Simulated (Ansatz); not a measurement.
Ansatz (a first-principles code) input for AsH5Si, SMILES [AsH2][SiH3], CAM-B3LYP/def2-TZVPD. Coordinates come from a PBE0-D3(BJ)/def2-TZVP optimisation.

Ansatz 0.2 input:
```yaml
crystal:
  periodic: [false, false, false]
  atoms:
    - {symbol: Si, position_ang: [-1.56538901, -0.00553339, 0.00000000]}
    - {symbol: As, position_ang: [0.79883672, 0.06125676, -0.00000000]}
    - {symbol: H, position_ang: [-2.04924631, 0.71111112, 1.20864267]}
    - {symbol: H, position_ang: [-2.04924631, 0.71111103, -1.20864273]}
    - {symbol: H, position_ang: [-2.11775164, -1.38458980, 0.00000005]}
    - {symbol: H, position_ang: [0.88503931, -0.99081897, 1.09740658]}
    - {symbol: H, position_ang: [0.88503931, -0.99081904, -1.09740651]}
basis:
  gaussian:
    orbitals: def2-TZVPD
hamiltonian:
  xc: {name: CAM-B3LYP}
```

Log of the run:

```
Functional definition: CAM-B3LYP
integrals: 0.08 GiB planned
964 factors; their error is unknown
integrals: 0.11 GiB planned
365 factors; integrals over basis functions are off by at most 1.2e-5 eV
mean field: 0.72 GiB planned
mean field evaluation 1: about -68803.5347 eV, gradient 1.2e1 eV
mean field evaluation 2: about -68803.7604 eV, gradient 8.0e0 eV
mean field evaluation 4: about -68803.8107 eV, gradient 3.3e-1 eV
mean field evaluation 8: about -68803.9899 eV, gradient 7.7e-3 eV
mean field -68803.98992365 eV, -2528.4999926746 hartree, gradient 1.9e-5 eV, S^2 0.000000; 0 other end points of the search recorded, 0 dependent functions left out
reference -68803.99004623 eV, -2528.4999971795 hartree; 26, 26 occupied and 116, 116 virtual orbitals, 964 factors
Total energy: -68803.99004623 eV, -2528.4999971795 hartree
```

Self-consistency was reached.

Cost: around 5 core-seconds (rough).
